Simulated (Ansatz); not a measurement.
The same path of BClFH2N + ClH (8 atoms, charge 0, multiplicity 1) was run twice with different band settings. Lost on the way: B1–F2, Cl7–H8. Made: B1–Cl7, F2–H8.

All numbers below come from Ansatz, RKS revPBE/def2-SVP.

Relaxed end points:

```xyz
8
Properties=species:S:1:pos:R:3
B -0.026 -0.285 -0.255
F 0.046 -0.328 1.102
Cl 1.500 -0.315 -1.171
N -1.274 -0.226 -0.890
H -2.149 -0.192 -0.367
H -1.377 -0.177 -1.902
Cl -0.048 2.960 1.802
H 0.141 1.678 1.897
```

```xyz
8
Properties=species:S:1:pos:R:3
B -0.012 0.624 -0.577
F -0.063 -0.103 2.420
Cl 1.515 -0.169 -1.001
N -1.251 0.081 -0.928
H -1.337 -0.825 -1.388
H -2.135 0.523 -0.677
Cl 0.038 2.215 0.280
H 0.058 0.768 2.088
```

Common settings: spring 5.0 eV/Å²; optimiser quadratic models (default); start path through a guess of the saddle point; force threshold 0.05 eV/Å; iteration limit 60; end points relaxed.

| run | movable images | climbing image |
| --- | --- | --- |
| 1 | 9 | yes |
| 2 | 3 | no |

What does each run give, and how far can it be trusted?

Run 1: converged after 48 iterations, highest image 1.471 eV above the first end. The profile has 2 maxima (images 6, 9) with wells between them (image 7): this band takes more than one step, which may be the mechanism or a detour left from its start path. A vibrational analysis at the climbing image gives one clearly imaginary mode, 569i cm⁻¹: a first-order saddle point.
Run 2: converged after 14 iterations, highest image 1.151 eV above the first end. No image climbed, so the highest image needn't sit at the top of the path. So few images can step over the top or miss a turn of the path.
The orbitals stay closed-shell, which can raise the energy where a bond breaks towards radicals; this wasn't checked here.
